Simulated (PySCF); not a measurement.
Hg: ionisation energy

Hg [Xe] 4f14 5d10 6s2 (1S) → Hg⁺ [Xe] 4f14 5d10 6s1 (2S), as a difference of total energies. Calculation: PySCF 2.14, in def2-QZVPPD with the def2 core potential (60 electrons) (7s5p4d4f2g, 88 functions); scalar relativity through the core potential. Correlated levels: valence and next inner shell: nothing frozen outside the core potential. The calculations carry no spin-orbit coupling.

```tsv
method	ionisation energy (eV)	error (eV)
UHF	8.496	-1.942
MP2 (valence and next inner shell)	10.541	+0.103
SCS-MP2 (valence and next inner shell)	10.423	-0.015
CCSD (valence and next inner shell)	10.146	-0.292
CCSD(T) (valence and next inner shell)	10.318	-0.120
```

Reference: 10.438 eV (measured; NIST Atomic Spectra Database, ionization energies).

Errors of the correlated levels include the incompleteness of this basis.
